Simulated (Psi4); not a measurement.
Approach curve of the dimer H3N ··· HF (SMILES N and F). Monomers: optimised at B3LYP-D3(BJ) (def2-TZVP), held rigid. Orientation: lowest of the rigid-body minima from ten starts at GFN2-xTB. Only R, the distance of the centres of mass, is varied, so the lowest point isn't the relaxed dimer.

- SAPT0/jun-cc-pVDZ, frozen core (Psi4)
- MP2/aug-cc-pVTZ = DF-MP2/aug-cc-pVTZ, frozen core, counterpoise-corrected (Psi4 1.11)
- PBE/def2-TZVP, counterpoise-corrected (Psi4)
- CCSD(T)/aug-cc-pVDZ = DF-CCSD(T)/aug-cc-pVDZ, frozen core, counterpoise-corrected (Psi4 1.11)

Cost and agreement with CCSD(T)/aug-cc-pVDZ over the 10 points of the scan, with CCSD(T)/aug-cc-pVDZ as yardstick. Costs are rough ratios of core time within Psi4 on shared cores, each with its mean field (Kohn-Sham runs search longer for lower solutions than correlated ones do); the miss is the largest difference from CCSD(T) of the interaction energy, in kJ/mol.

Q: Which is the cheapest of these levels that stays within 9.9 kJ/mol of CCSD(T)/aug-cc-pVDZ?

A: MP2/aug-cc-pVTZ.

| level | relative cost | largest difference |
|---|---|---|
| SAPT0/jun-cc-pVDZ | 1 | 18.24 |
| MP2/aug-cc-pVTZ | 3 | 7.78 |
| PBE/def2-TZVP | 5 | 12.12 |

Costs within a factor of two of each other count as equal.
